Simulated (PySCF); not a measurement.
# SMILES C=C/N=C1/CCCC1=O, C7H9NO

Geometry:
```tsv
atom	x (Å)	y (Å)	z (Å)
C1	3.549	0.102	0.583
C2	2.373	-0.352	0.150
N3	1.360	0.518	-0.153
C4	0.122	0.264	-0.047
C5	-0.945	1.222	-0.482
C6	-2.186	0.346	-0.676
C7	-2.030	-0.772	0.356
C8	-0.538	-0.959	0.514
O9	0.018	-1.907	1.014
H10	4.358	-0.569	0.806
H11	3.701	1.150	0.774
H12	2.209	-1.415	-0.006
H13	-1.110	1.950	0.317
H14	-0.654	1.770	-1.377
H15	-2.182	-0.078	-1.681
H16	-3.112	0.904	-0.547
H17	-2.524	-1.703	0.080
H18	-2.420	-0.464	1.330
```

The calculation used GIAO HF/pcSseg-1 magnetisability, rotational g tensor and spin-rotation constants, non-relativistic, gas phase (PySCF). Geometry: GFN2-xTB.

Q: Give the nuclear spin-rotation constants along the inertial axes (H = +C I·J) beside the isotropic shieldings.

A: Rotational constants 3.4427, 1.1415, 0.8861 GHz. A star marks the isotopologue with that one atom substituted, in its own axes.
| atom | isotope | Caa (kHz) | Cbb (kHz) | Ccc (kHz) | mean (kHz) | σ (ppm) |
| --- | --- | --- | --- | --- | --- | --- |
| N3 | 14N | 1.284 | 0.246 | 0.032 | 0.521 | -147.7 |
| H10 | 1H | 0.049 | -0.045 | -0.095 | -0.030 | 26.8 |
| H11 | 1H | -0.322 | 0.017 | -0.041 | -0.115 | 26.4 |
| H12 | 1H | -0.277 | 0.040 | -0.032 | -0.090 | 24.0 |
| H13 | 1H | -0.397 | -0.099 | 0.017 | -0.160 | 29.4 |
| H14 | 1H | -0.382 | 0.009 | -0.068 | -0.147 | 29.3 |
| H15 | 1H | -0.343 | -0.133 | 0.018 | -0.153 | 30.3 |
| H16 | 1H | -0.026 | -0.105 | -0.083 | -0.071 | 30.1 |
| H17 | 1H | -0.206 | -0.062 | -0.066 | -0.111 | 29.6 |
| H18 | 1H | -0.303 | -0.141 | 0.013 | -0.144 | 30.0 |
| C1 | 13C* | 1.080 | 0.402 | 0.179 | 0.554 | 69.9 |
| C2 | 13C* | 1.156 | 0.471 | 0.210 | 0.613 | 44.9 |
| C4 | 13C* | 1.316 | 0.549 | 0.167 | 0.677 | 31.1 |
| C5 | 13C* | 0.487 | 0.177 | 0.143 | 0.269 | 160.6 |
| C6 | 13C* | 0.454 | 0.145 | 0.120 | 0.240 | 174.3 |
| C7 | 13C* | 0.475 | 0.200 | 0.145 | 0.274 | 156.3 |
| C8 | 13C* | 1.677 | 0.606 | 0.201 | 0.828 | -12.3 |
| O9 | 17O* | -2.471 | -1.278 | 0.006 | -1.248 | -350.3 |

For the geometry as given, no vibrational averaging.
